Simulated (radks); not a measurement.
Effect of the nuclear size on neutral oxygen, [He] 2s2 2p4. Calculated with a radial shooting solver on a logarithmic mesh with Libxc functionals: Dirac Kohn-Sham, LDA (Slater exchange, Perdew-Wang correlation), spin-unpolarised, spherical densities, finite nucleus; open shells fill j = l - 1/2 first; Fermi nuclear charge, rms radius 2.6991 fm. The rms radius is varied about that value; shifts are against it.

\begin{tabular}{lrrr}
rms radius (fm) & total energy shift (eV) & density at nucleus (e/bohr^3) & 1s1/2 shift (meV) \\ \hline
2.2295 & -0.000120 & 317.2 & -0.048 \\
2.4832 & -0.0000578 & 317.1 & -0.023 \\
2.6991 & 0 & 317 & 0.000 \\
2.9528 & 0.0000740 & 316.8 & 0.029 \\
3.2821 & 0.000180 & 316.7 & 0.071 \\
\end{tabular}

Slopes of the eigenvalues against <r^2> in GHz/fm^2, as finite differences over the two radii next to the reference (eigenvalue slopes, not the field-shift constants of lines): 1s1/2 4.96.
